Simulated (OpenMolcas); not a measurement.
# Ne II: effect of the active space

```json
{
 "Program": "OpenMolcas",
 "Method": "SS-CASPT2 or its RAS form, IPEA 0.25 Eh, imaginary shift 0.1 Eh",
 "Basis": "ANO-RCC-VTZP",
 "Scalar Hamiltonian": "DKH2, point nucleus",
 "Spin-orbit coupling": "RASSI with atomic mean-field integrals over the reference wave functions, term energies averaged over their components"
}
```

A. 7 electrons in 4 orbitals (2s 2p); 2S+1 = 2 odd, 3 roots; 2S+1 = 2 even, 1 root; closed shells correlated: 1s; CASPT2 step roughly 0.7 core-seconds
B. 7 electrons in 8 orbitals (2s 2p 3s 3p); 2S+1 = 2 odd, 3 roots; 2S+1 = 2 even, 1 root; closed shells correlated: 1s; CASPT2 step about 1.8 core-seconds
C. 7 electrons in 9 orbitals (RAS2 2s 2p; RAS3 3d, at most 2 electrons); 2S+1 = 2 odd, 3 roots; 2S+1 = 2 even, 1 root; closed shells correlated: 1s; CASPT2 step roughly 2.4 core-seconds

Energies in cm⁻¹ above 2s² 2p⁵ ²P°_3/2, the measured ground level; measured values from NIST Handbook of Basic Atomic Spectroscopic Data.

```tsv
Level	A	B	C	Measured
2s² 2p⁵ ²P°_3/2	0.0	0.0	0.0	0.0
2s² 2p⁵ ²P°_1/2	773	768	769	780
2s 2p⁶ ²S_1/2	221438	221181	218614	217048
```

Deviations, from unrounded energies. A percentage is the sum of absolute deviations over the sum of measured energies, with the sign that they share, or ± where signs differ.

```csv
Against measurement,Levels,A,B,C
mean absolute deviation (cm-1),2,2200,2100,790
fine structure of the ground term (%),1,-1.0,-1.6,-1.5
other configurations (%),1,+2.0,+1.9,+0.7
```

C lies closest to measurement on these levels and A furthest from it. The largest miss of C in the table is 2s 2p⁶ ²S_1/2, by +1600 cm-1. The ranking rests on the paired levels alone, and a cruder setting can come out closer through cancelling errors.

Among A to C the level of the table that moves most is 2s 2p⁶ ²S_1/2, by 2800 cm-1 (lowest in C, highest in A).

Active for correlation alone: 3p 3s; no level in the range computed is led by a configuration that fills them, so any true level of that kind is missing (holds for B). Active for correlation alone: 3d; no level in the range computed is led by a configuration that fills it, so any true level of that kind is missing (holds for C). Computed and measured levels are paired by configuration, term and J; levels that our copy of the source lacks, or whose pairing is in doubt (as where it misses far off the trend of its configuration), stay unpaired and out of the deviations. Only configurations of the active space appear.

° marks odd parity.
